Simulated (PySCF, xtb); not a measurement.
C₄H₈S₂, SMILES C1CSCSC1.

GFN2-xTB in xtb at its own geometry gives an orbital gap of 3.78 eV and a dipole moment of 3.23 D.

The structure is a stationary point at PBE-D3(BJ)/def2-SVP. The values are those of a single conformer.

Question: What does PBE/def2-TZVP in PySCF give? (Estimate from the structure and the level; the computed values follow.)

Answer: gap 4.39 eV (levels -5.08 and -0.69 eV), dipole 2.09 D.
